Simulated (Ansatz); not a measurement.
One elementary step

Start structure (Si2NH8Cl, closed shell), relaxed at PBE0-D4/def2-TZVP:

```
12
angstrom
Si -1.5281 -0.6865 0.7725
N -0.2983 -1.0891 1.8745
H -2.7846 -1.3246 1.2187
H -1.6198 0.7854 0.6792
Cl -1.2251 -1.3487 -1.1709
H 1.4602 0.6804 -0.1214
Si 1.4071 1.2622 -1.4887
H -0.2015 -2.0354 2.2061
H 0.5951 -0.6257 1.8244
H 0.0640 1.8450 -1.7237
H 1.6963 0.2054 -2.4874
H 2.4346 2.3317 -1.5834
```

The step: SiNH₄Cl ([NH2][SiH2][Cl]) + SiH₄ → Si₂H₅Cl ([SiH3][SiH2][Cl]) + NH₃; bonds formed: Si1–Si7, N2–H6; bonds broken: Si1–N2, H6–Si7. Ansatz 0.2.0; basis: def2-TZVPP and def2-QZVPP; cores frozen in the correlated methods. Extrapolation: Hartree–Fock as exp(−7.88 √X), correlation as X^−2.97. Energies below are by CCSD(T) at an estimated basis limit (MP2 extrapolated from triple and quadruple zeta, plus CCSD(T) − MP2 in triple zeta).

What are the electronic barrier and the energy of the step, from the start structure to the end structure? (To be estimated.)

The calculation gives: Barrier 59.42 kcal/mol; step energy 11.28 kcal/mol (uphill); reverse barrier, their difference, 48.14 kcal/mol. Barrier and step energy count from the start structure, the reverse barrier from the end structure.

The saddle point: One imaginary mode of 643i cm⁻¹.
```json
{"pair": "Si1–Si7", "start (Å)": "4.19", "saddle (Å)": "3.03", "end (Å)": "2.33"}
{"pair": "N2–H6", "start (Å)": "3.19", "saddle (Å)": "1.13", "end (Å)": "1.01"}
{"pair": "Si1–N2", "start (Å)": "1.70", "saddle (Å)": "1.86", "end (Å)": "2.64"}
{"pair": "H6–Si7", "start (Å)": "1.49", "saddle (Å)": "2.12", "end (Å)": "3.26"}
```

Zero-point energy (harmonic, PBE0-D4): ZPE is 48.44 kcal/mol at the start and 47.91 kcal/mol at the saddle, so the barrier goes from 59.42 to 58.89 kcal/mol.

No T1 diagnostic of these runs exceeds 0.012.

Labels in which every atom is bracketed show which atoms are joined, not bond orders.

For scale, one of the runs: CCSD(T)/def2-TZVPP, 269 basis functions, launched by `ansatz run in.yaml --threads 4 --pin off --events-out ev --progress --plain --max-ram 9574MiB`. Time: 2.9 min of wall clock on 4 CPU threads of an Arm Neoverse V1; the host was shared. Peak host memory: 6.3 GiB.
